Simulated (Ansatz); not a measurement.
Geometry optimisation, RKS LDA/STO-3G in Ansatz 0.2.0.

Input:

```yaml
crystal:
  periodic: [false, false, false]
  atoms:
    - { symbol: Si, position_ang: [0.0, 0.0, 0.0] }
    - { symbol: "N", position_ang: [0.0, 0.0, 1.82] }
    - { symbol: C, position_ang: [-1.2162, -0.3762, 2.555] }
    - { symbol: H, position_ang: [-1.8642, -0.9999, 1.9045] }
    - { symbol: H, position_ang: [-0.9378, -0.9533, 3.4614] }
    - { symbol: H, position_ang: [-1.7663, 0.5401, 2.8549] }
    - { symbol: C, position_ang: [1.2162, 0.3762, 2.555] }
    - { symbol: H, position_ang: [1.4641, -0.4163, 3.2916] }
    - { symbol: H, position_ang: [2.0585, 0.4943, 1.8418] }
    - { symbol: H, position_ang: [1.0457, 1.3351, 3.0874] }
    - { symbol: C, position_ang: [1.7634, 0.0, -0.6227] }
    - { symbol: H, position_ang: [2.1111, -1.0463, -0.7509] }
    - { symbol: H, position_ang: [1.8119, 0.5276, -1.5981] }
    - { symbol: H, position_ang: [2.4154, 0.5187, 0.1108] }
    - { symbol: Si, position_ang: [-1.0456, 1.8115, -0.7393] }
    - { symbol: H, position_ang: [-2.4302, 1.478, -1.0607] }
    - { symbol: H, position_ang: [-1.0215, 2.8436, 0.2931] }
    - { symbol: H, position_ang: [-0.3743, 2.3069, -1.9374] }
    - { symbol: H, position_ang: [-0.6877, -1.1914, -0.4862] }
basis:
  gaussian: { orbitals: STO-3G }
hamiltonian:
  xc: lda
relax:
  f_tol: 0.02
  max_steps: 40
output:
  orbitals: {}
```

Run as:

```bash
$ ansatz run input.yaml --threads 1 --pin off --max-ram 2048MiB --backend cpu --events-out ev --progress --plain --runs-dir out
```

Problem. Where does it end, and by what steps?

Solution. The forces met the threshold. The force dipped under the threshold on the way, but the program's further checks kept it going. Limits of this set-up: minimal basis. After 21 steps the energy has fallen by 0.446 eV; H16 moved furthest, 1.14 Å.

```csv
step,energy less start (eV),largest force component (eV/Å),accepted
0,0.0000,2.617,yes
1,-0.2556,0.890,yes
2,-0.3297,0.269,yes
3,-0.3714,0.320,yes
4,-0.3951,0.434,yes
5,-0.4143,0.292,yes
6,-0.4297,0.132,yes
7,-0.4357,0.124,yes
8,-0.4389,0.055,yes
9,-0.4397,0.044,yes
10,-0.4400,0.060,yes
11,-0.4404,0.057,yes
12,-0.4412,0.018,yes
13,-0.4417,0.111,yes
14,-0.4424,0.060,yes
15,-0.4431,0.011,yes
16,-0.4436,0.110,yes
17,-0.4443,0.040,yes
18,-0.4447,0.009,yes
19,-0.4451,0.063,yes
20,-0.4455,0.040,yes
21,-0.4458,0.016,yes
```

```xyz
19
Properties=species:S:1:pos:R:3
Si 0.074 -0.050 0.000
N 0.172 -0.442 1.732
C -1.155 -0.601 2.376
H -1.753 -1.336 1.806
H -1.021 -0.983 3.407
H -1.745 0.344 2.447
C 0.996 0.507 2.521
H 1.123 0.118 3.550
H 1.995 0.599 2.057
H 0.558 1.531 2.605
C 1.814 -0.094 -0.680
H 2.310 -1.034 -0.407
H 1.804 -0.020 -1.776
H 2.421 0.736 -0.294
Si -0.912 1.927 -0.460
H -2.299 1.948 -0.036
H -0.240 3.031 0.200
H -0.890 2.197 -1.886
H -0.711 -1.128 -0.581
```

Time of the run: 2.3 min on 1 thread of Arm Neoverse N1 (shared host), peak memory 0.14 GiB.
